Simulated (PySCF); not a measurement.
Computed IR spectrum (relative IR intensity) of a molecule C3H5Cl2FSi. The structure is a stationary point at PBE-D3(BJ)/def2-SVP. One conformer was computed; it need not be the lowest. These are PBE-D3(BJ)/def2-SVP run with PySCF values and carry that method's errors. Frequencies are harmonic and unscaled.

Lines under 2 % of the strongest are left out, and lines within 2 cm⁻¹ are merged.

ν (cm⁻¹): 246 (w), 255 (w), 304 (w), 461 (m), 590 (vs), 606 (vs), 752 (s), 766 (m), 886 (vs), 893 (m), 920 (w), 983 (w), 1012 (w), 1140 (m), 1164 (w), 1353 (w), 1384 (w), 1667 (w), 2976 (vw), 3073 (vw), 3088 (vw), 3176 (w) (against the strongest line: vs over 80 %, s over 45 %, m over 15 %, w over 4 %, vw less)

Question: Which molecule gave these data?
(A) C/C(=C/Cl)[Si@H](F)Cl
(B) F[C@H]1[SiH2]CC1(Cl)Cl
(C) F/C(Cl)=C(/Cl)C[SiH3]
(D) C=CC[Si](F)(Cl)Cl

Answer: D, C=CC[Si](F)(Cl)Cl
